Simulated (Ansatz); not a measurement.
Steps of a relaxation of CHFOSSi with RKS PBE0-D4/def2-TZVP.

```sh
$ ansatz run in.yaml --threads 2 --pin off --events-out ev --progress --plain --max-ram 4352MiB
```

```yaml
crystal:
  periodic: [false, false, false]
  atoms:
    - {symbol: O, position_ang: [0.433411, -2.319643, 0.214975]}
    - {symbol: C, position_ang: [0.380775, -1.170718, 0.198938]}
    - {symbol: S, position_ang: [-1.927375, 0.112659, -0.623051]}
    - {symbol: Si, position_ang: [-0.113967, 0.710112, -0.026989]}
    - {symbol: F, position_ang: [1.029818, 1.231614, -1.076997]}
    - {symbol: H, position_ang: [0.239338, 1.371976, 1.266923]}
basis:
  gaussian: {orbitals: def2-TZVP}
hamiltonian: {xc: pbe0, dispersion: d4}
relax: {f_tol: 0.005, max_steps: 150}
```

Positions (Å) and forces (eV/Å) along the path, 8 of 8 steps:

```xyz
6
step=1 energy=-24521.7549 eV
O     0.433   -2.320    0.215   -0.114    2.770    0.000
C     0.381   -1.171    0.199    0.090   -2.744   -0.047
S    -1.927    0.113   -0.623    0.818    0.200    0.301
Si   -0.114    0.710   -0.027    0.237    0.490   -0.890
F     1.030    1.232   -1.077   -0.952   -0.509    0.946
H     0.239    1.372    1.267   -0.079   -0.207   -0.310
6
step=2 energy=-24521.8288 eV
O     0.425   -2.286    0.216   -0.009    0.065    0.007
C     0.373   -1.161    0.186    0.119   -0.165    0.032
S    -1.892    0.102   -0.605   -0.316    0.002   -0.091
Si   -0.124    0.719   -0.035    0.869    0.354   -0.441
F     1.026    1.212   -1.063   -0.629   -0.240    0.569
H     0.235    1.351    1.255   -0.034   -0.015   -0.076
6
step=3 energy=-24521.8454 eV
O     0.438   -2.292    0.225   -0.003   -0.117    0.004
C     0.386   -1.169    0.185    0.067    0.014    0.030
S    -1.907    0.129   -0.611   -0.079   -0.008   -0.017
Si   -0.120    0.712   -0.039    0.196    0.237   -0.198
F     1.013    1.209   -1.051   -0.178   -0.097    0.158
H     0.232    1.347    1.245   -0.003   -0.030    0.025
6
step=4 energy=-24521.8482 eV
O     0.445   -2.292    0.231   -0.014    0.008    0.002
C     0.392   -1.169    0.187    0.059   -0.105    0.016
S    -1.916    0.141   -0.616    0.027    0.021    0.011
Si   -0.123    0.716   -0.046   -0.098    0.067   -0.006
F     1.009    1.205   -1.049    0.035    0.014   -0.042
H     0.234    1.334    1.246   -0.009   -0.004    0.019
6
step=5 energy=-24521.8493 eV
O     0.449   -2.299    0.236   -0.026    0.006   -0.005
C     0.398   -1.176    0.188    0.062   -0.016    0.015
S    -1.919    0.151   -0.617    0.020    0.013    0.005
Si   -0.124    0.720   -0.049   -0.121   -0.005    0.021
F     1.007    1.208   -1.052    0.057    0.011   -0.044
H     0.231    1.332    1.247    0.008   -0.009    0.008
6
step=6 energy=-24521.8501 eV
O     0.453   -2.302    0.242   -0.021    0.011   -0.006
C     0.407   -1.179    0.190    0.042    0.001    0.004
S    -1.925    0.163   -0.620    0.013    0.010    0.001
Si   -0.130    0.724   -0.052   -0.078   -0.031    0.028
F     1.005    1.208   -1.054    0.036    0.005   -0.022
H     0.231    1.323    1.248    0.007    0.003   -0.005
6
step=7 energy=-24521.8504 eV
O     0.457   -2.303    0.244   -0.006    0.003   -0.006
C     0.416   -1.181    0.191    0.009    0.007    0.003
S    -1.930    0.172   -0.622    0.000    0.000   -0.001
Si   -0.135    0.725   -0.053   -0.015   -0.010    0.011
F     1.005    1.204   -1.054    0.007   -0.002   -0.001
H     0.229    1.320    1.248    0.004    0.002   -0.006
6
step=8 energy=-24521.8504 eV
O     0.457   -2.303    0.242   -0.001    0.001   -0.004
C     0.417   -1.181    0.191    0.001    0.002    0.005
S    -1.931    0.172   -0.622    0.001    0.001    0.000
Si   -0.136    0.725   -0.052    0.002   -0.004   -0.001
F     1.005    1.202   -1.053   -0.002   -0.001    0.002
H     0.229    1.322    1.248    0.000    0.001   -0.002
```

It took 36 s on 2 threads of an Arm Neoverse V1 on a shared host, with 0.38 GiB of host memory at the peak.
